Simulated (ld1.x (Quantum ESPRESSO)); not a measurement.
# Varying the TM semilocal potential for W

Base potential:

| Quantity | Value |
| --- | --- |
| Element | tungsten (W) |
| Generator | ld1.x (Quantum ESPRESSO) 7.5 |
| Type | norm-conserving Troullier–Martins (semilocal form) |
| Functional | LDA (PZ) |
| Relativity | scalar-relativistic |
| Frozen core | [Kr] 4d10 4f14 |
| Valence charge | 14 |
| Reference configuration | 5s2 5p6 5d4 6s2 6p0 |
| Partial waves | 5s (bound): rc 1.60 bohr; 5d (bound): rc 2.45 bohr; 5p (bound): rc 1.65 bohr |
| Local potential | the p channel |
| Core correction | a·sin(br)/r model core inside 1.55 bohr |

Occupied shells without a wave of their own: 6s. They enter only through the test configuration that unscreens the potential, and ld1.x also counts them in the model core charge.

Cutoffs, loose and tight: the cutoffs (Ry, on a coarse ladder) from which the occupation-weighted sum of valence levels, in a spherical-Bessel basis at the reference potential, stays within 10 and 1 mRy of its value at 400 Ry. They do not see the model core or the augmentation charge, which bear on the density cutoff. Test errors are all-electron minus pseudo excitation energies from the reference, over the configurations 5s2 5p6 5d4 6s1 6p0; 5s2 5p6 5d4 6s0 6p0; 5s2 5p6 5d3 6s0 6p0; 5s2 5p5 5d4 6s2 6p0; 5s2 5p6 5d4 6s1.5 6p0; 5s2 5p6 5d4 6s1 6p1; 5s2 5p6 5d5 6s1 6p0 (two spin-polarised tests are not counted in the largest error). A dash means not determined; rows that change the core or the reference have their own tests.

With those shells counted twice in exchange and correlation these files are broken, and their errors move erratically; no question is asked of them.

In the semilocal form every listed channel keeps its own potential, so the choice of the local channel does not act on these tests. It acts once the file is put into the separable form.

A semilocal file is local in each channel, so a ghost entry of none says nothing of the separable form that plane-wave codes build from it.

| change | outcome | cutoff, loose | cutoff, tight | bound ghosts | largest test error (meV) |
| --- | --- | --- | --- | --- | --- |
| base | generated, misses its reference levels by 1.26 eV | 70 Ry | 90 Ry | none | -5899 |
| wave 5p (bound): rc 1.65 bohr becomes 5p (bound): rc 2.14 bohr | generated, misses its reference levels by 1.26 eV | 60 Ry | 80 Ry | none | -5890 |
| core correction none | generated, misses its reference levels by 1.26 eV | 70 Ry | 90 Ry | none | -5102 |
| local potential the d channel | generated, misses its reference levels by 1.26 eV | 70 Ry | 90 Ry | none | -5899 |
| all radii but the core radius scaled by about 1.05 (s 1.68, p 1.72, d 2.56 bohr) | generated, misses its reference levels by 1.76 eV | 50 Ry | 80 Ry | none | -7849 |
| wave 5d (bound): rc 2.45 bohr becomes 5d (bound): rc 3.72 bohr | generated, misses its reference levels by 1.26 eV | 70 Ry | 90 Ry | none | -5980 |
| wave 5s (bound): rc 1.60 bohr becomes 5s (bound): rc 1.18 bohr | generated | 100 Ry | 180 Ry | none | -1327 |
